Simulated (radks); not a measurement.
The numbers below are computed, except where a source is named.
Question: The barium ion Ba2+, 54 electrons, occupied as [Xe]. Level of theory: scalar-relativistic Kohn-Sham, SCAN, spin-unpolarised, spherical densities, finite nucleus; meta-GGA in the generalised Kohn-Sham scheme; Fermi nuclear charge, rms radius 4.8378 fm (a radial shooting solver on a logarithmic mesh with Libxc functionals). Some entries of the table are withheld. Estimate them.

orbital,occ.,eigenvalue (hartree),<1/r> (bohr^-1),<r> (bohr)
1s,2,-1371.925,60.69,0.02558
2s,2,-217.9385,13.98,0.1097
2p,6,-195.3322,13.27,0.09619
3s,2,-46.65966,5.059,0.2913
3p,6,-39.35369,4.791,0.2896
3d,10,-28.77241,(1),0.2666
4s,2,-9.62507,2.078,0.6741
4p,6,-7.25453,1.916,0.7156
4d,10,(2),1.653,0.8010
5s,2,-1.72528,0.8003,1.641
5p,6,-1.15357,0.6861,1.890

Answer: 
(1) 3d <1/r> (bohr^-1): 4.534
(2) 4d eigenvalue (hartree): -3.80748
